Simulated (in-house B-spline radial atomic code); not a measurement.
How G0W0 and RPA depend on the start: I5+

Configuration [Kr] 4d10 5s2. Computed with a B-spline radial code for spherical atoms: all electrons, scalar-relativistic (spin-free one-electron X2C), finite nucleus, each spin shell either full or empty, empty states to l = 9 with an (l + 1/2)⁻⁴ tail; G0W0 by contour deformation at full frequency.

| start | mean-field 5s (eV) | G0W0 (eV) | QP weight | RPA correlation (Eh) |
| --- | --- | --- | --- | --- |
| Hartree-Fock | -72.49 | -74.75 | 0.976 | -3.6103 |
| LDA VWN5 | -69.54 | ? | ? | ? |
| PBE | -68.97 | -75.11 | 0.961 | -3.9023 |
| PBE0 | -70.11 | -75.00 | 0.966 | -3.8215 |
| r2SCAN | -69.00 | -75.09 | 0.963 | -3.8513 |
| HSE06 | -69.78 | -75.04 | 0.964 | -3.8282 |
| B3LYP (VWN-RPA) | -70.18 | -75.07 | 0.965 | -3.8386 |
| SCAN | -69.26 | -75.10 | 0.963 | -3.8503 |
| TPSS | -68.70 | -75.11 | 0.961 | -3.8882 |
| BHandHLYP | -71.34 | -74.94 | 0.969 | -3.7472 |
| CAM-B3LYP | -71.91 | ? | ? | ? |
| LC-wPBE | -73.16 | -74.90 | 0.972 | -3.8086 |
| wB97X | -72.82 | -74.90 | 0.972 | -3.7915 |
| PBEsol | -69.04 | -75.13 | 0.961 | -3.9046 |
| BLYP | -69.09 | -75.16 | 0.961 | -3.9036 |
| r2SCAN0 | -70.21 | -75.00 | 0.967 | -3.7873 |
| LDA exchange-only | -68.03 | -75.22 | 0.961 | -3.907 |

Question: What G0W0 level, weight and RPA correlation energy follow from the CAM-B3LYP start?

Answer: G0W0 level -75.00 eV, weight 0.969, RPA correlation -3.8058 hartree.

Question: What G0W0 level, weight and RPA correlation energy follow from the LDA VWN5 start?

Answer: G0W0 level -75.18 eV, weight 0.961, RPA correlation -3.908 hartree.

Question: How much of the dependence on the start does G0W0 remove?

Answer: The mean-field levels span 5.13 eV and the G0W0 levels 0.471 eV. Against 74.4 ± 0.4 eV (NIST, semi-empirical) the G0W0 removal energies are off by +0.35 to +0.82 eV, with spin-orbit coupling, Breit and QED terms left out.
